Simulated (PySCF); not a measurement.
Compound: CH8FGaN2.
Numbering: `[CH3:1][NH:2][Ga@H-:3]([NH3+:4])[F:5]` (hydrogens: H6, H7, H8 on C1; H9 on N2; H10 on Ga3; H11, H12, H13 on N4)

Cartesian coordinates in Å at the PBE0-D3(BJ)/def2-SVP level; atoms count from 1:
```
atom  x, y, z in Å
C1    -2.048    0.243   -0.668
N2    -0.817   -0.466   -0.426
Ga3    0.345   -0.130    0.975
N4     2.123    0.232   -0.126
F5     1.073   -1.641    1.604
H6    -1.979    1.272   -0.279
H7    -2.277    0.336   -1.747
H8    -2.943   -0.209   -0.192
H9    -0.869   -1.437   -0.719
H10    0.183    1.081    1.956
H11    2.619    1.109    0.025
H12    2.738   -0.546    0.113
H13    1.864    0.160   -1.111
```

The calculation used PySCF 2.14.0, PBE0-D3(BJ)/def2-SVP geometry optimisation, gas phase.

Masses are those of the commonest isotopes; rigid-rotor values at the optimised geometry. The values belong to one conformer with, in the numbering `[CH3:1][NH:2][Ga@H-:3]([NH3+:4])[F:5]`, C1–N2–Ga3–N4 -124°.

Task: Give the principal moments of inertia and the rotational constants in MHz.

Result: Ia = 104.50, Ib = 241.13, Ic = 286.59 u·Å²; 505379 MHz·u·Å²/I gives A = 4836, B = 2096, C = 1763 MHz.

Task: Classify the top.

Result: An asymmetric top: κ = (2 × 2096 − 4836 − 1763)/(4836 − 1763) = -0.78.

Task: Is it planar, by Δ = Ic − Ia − Ib?

Result: Not planar: Δ = Ic − Ia − Ib = -59.03 u·Å². For a rigid frame Δ = −2 Σ m c², so Σ m c² = 29.52 u·Å² lies off the ab plane: 9.11 from hydrogen and 20.40 from heavier atoms. The atom farthest from that plane is 1.91 Å away.

Task: Predict some low-J microwave lines.

Result: The dipole components are |μa| = 0.70 D, |μb| = 4.64 D, |μc| = 0.66 D. Intensities carry the squares of the components, which stand as 0.02 : 1.00 : 0.02 (a : b : c). Some lines, for components of 0.1 D or more:

```tsv
type	branch	J(Ka,Kc)	MHz	lower level (cm⁻¹)
a	Q	1(1,0) ← 1(1,1)	333	0.220
a	Q	2(1,1) ← 2(1,2)	998	0.467
c	Q	2(1,2) ← 2(0,2)	2436	0.385
b	Q	1(1,0) ← 1(0,1)	3073	0.129
b	Q	2(1,1) ← 2(0,2)	3434	0.385
a	R	1(0,1) ← 0(0,0)	3859	0.000
b	R	2(0,2) ← 1(1,1)	4950	0.220
b	R	1(1,1) ← 0(0,0)	6600	0.000
c	R	1(1,0) ← 0(0,0)	6932	0.000
a	R	2(1,2) ← 1(1,1)	7386	0.220
a	R	2(0,2) ← 1(0,1)	7690	0.129
c	Q	2(2,1) ← 2(1,1)	8221	0.500
b	Q	2(2,1) ← 2(1,2)	9219	0.467
b	R	2(2,1) ← 1(1,0)	16272	0.231
c	R	2(2,0) ← 1(1,0)	16301	0.231
c	R	2(2,1) ← 1(1,1)	16605	0.220
b	R	2(2,0) ← 1(1,1)	16633	0.220
```

Task: Estimate the classical rotational partition function at 25 K, 200 K and 298.15 K.

Result: Point group C1, symmetry number σ = 1; q = (√π/σ)·√((kT/h)³/(ABC)), k/h = 20836.6 MHz/K: 4980 at 25 K, 113000 at 200 K, 205000 at 298.15 K.

No frequency check. No vibrational averaging or centrifugal distortion is included, and the geometry carries the error of its method. A rigid rotor knows nothing of inversion at nitrogen or internal rotation, which can split or shift real lines. Quadrupole hyperfine structure (14N, 69Ga) is left out.

Time: 2.2 min wall; peak memory 0.53 GiB. Hardware: one thread of an Arm Neoverse V2, no GPU, on a shared host. This is the geometry optimisation.
